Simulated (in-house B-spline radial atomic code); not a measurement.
# PBE excitations of Zn III (Zn2+)

Method: PBE. Computed with an all-electron radial atomic-structure program (B-spline basis): linear response of the closed shell [Ar] 3d10 with the functional's adiabatic kernel; scalar-relativistic (spin-free one-electron X2C), finite nucleus, no spin-orbit coupling, no double excitations, S, P, D and F terms only. Only terms of natural parity with L up to 3 were computed.

Command:
```bash
python run_td.py task.json out
```
Settings (radii: box in bohr, nucleus in fm):
```
Z                        30
electrons                28
configuration            [Ar] 3d10
hamiltonian              x2c
method                   pbe,pbe
box_radius               29.48
rms_radius               3.9283
intervals                73
```

Time taken, with all properties: 1.1 s on 1 thread of Intel(R) Xeon(R) Platinum 8259CL CPU @ 2.50GHz (Skylake/Cascade Lake), with other jobs on the host.

The lowest states, in the order of their Tamm-Dancoff energies; the method's threshold (minus the highest occupied level) is 30.85 eV. Labels give the largest channel, * marks a mixed state, and oscillator strengths are full-response dipole values. Semilocal kernels can invert the small singlet-triplet splittings of Rydberg terms. Energies in eV:

| state | full response | Tamm-Dancoff | oscillator strength |
| --- | --- | --- | --- |
| 3d → 4s 3D | 7.406 | 7.435 | - |
| 3d → 4s 1D | 8.007 | 8.018 | - |
| 3d → 4p 3P | 14.685 | 14.711 | - |
| 3d → 4p 3F | 14.799 | 14.816 | - |
| 3d → 4p 1F | 15.084 | 15.086 | - |
| 3d → 4p 1P | 15.863 | 15.938 | 0.451 |
| 3d → 5s 3D | ? | ? | - |
| 3d → 5s 1D | 22.769 | 22.771 | - |
| 3d → 4d 3S | 23.031 | 23.049 | - |
| 3d → 4d 3D | ? | ? | - |

**Question.** Where does 3d → 4d 3D lie?

**Answer.** At 23.411 eV in full response, 23.415 eV in Tamm-Dancoff.

**Question.** Where does 3d → 5s 3D lie?

**Answer.** At 22.672 eV in full response, 22.676 eV in Tamm-Dancoff.

**Question.** How large is the singlet-triplet splitting of 3d → 4s (D terms) in Tamm-Dancoff?

**Answer.** 0.582 eV, from the unrounded values.

**Question.** What polarisabilities and dispersion coefficient does the method give?

**Answer.** Dipole 3.019 bohr³, quadrupole 10.61 bohr⁵, C6 8.16 hartree·bohr⁶ for two such species.
